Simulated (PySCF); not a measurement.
# One molecule, a ladder of functionals, a line

Molecule: SMILES OB(P)C1CC1, C3H8BOP.

Atoms are numbered as in `[OH:1][B:2]([PH2:3])[CH:4]1[CH2:5][CH2:6]1` (H(Xn): hydrogen on atom n). Ha(C5), Ha(C6) are cis to B2 on the ring; Hb(C5), Hb(C6) are trans to B2 on the ring.

GIAO shieldings (ppm, equivalent atoms averaged) in PySCF on the PBE0-D3(BJ)/def2-SVP geometry, basis pcSseg-1, gas phase, non-relativistic:

```tsv
functional	exact exchange (%)	σ(O1)	σ(B2)	σ(C5/C6)	σ(C4)
BLYP	0	118.3	33.3	164.7	165.7
BP86	0	119.1	37.5	168.7	169.7
PBE	0	117.0	36.9	169.1	170.0
B3LYP	20	129.2	37.1	170.3	171.3
PBE0	25	130.9	41.5	175.5	176.5
mPW1PW91	25	131.5	41.5	174.6	175.7
HF	100	168.5	55.4	188.2	190.1
```

Q: Fit each shielding as a line in the percentage of exact exchange.

A: σ(O1) = 118.4 + 0.50 x (rms 0.7 ppm); σ(B2) = 35.7 + 0.20 x (rms 1.6 ppm); σ(C5/C6) = 168.0 + 0.21 x (rms 1.8 ppm); σ(C4) = 168.9 + 0.22 x (rms 1.8 ppm). The functionals also differ in their semilocal parts, which the line can't hold; Hartree–Fock has no correlation at all.

Q: What does the line predict for BHandHLYP (50 %), and what does the run give?

A: σ(O1): 143.4 predicted, 144.7 computed; σ(B2): 45.7 predicted, 43.1 computed; σ(C5/C6): 178.5 predicted, 177.6 computed; σ(C4): 179.9 predicted, 178.7 computed ppm.
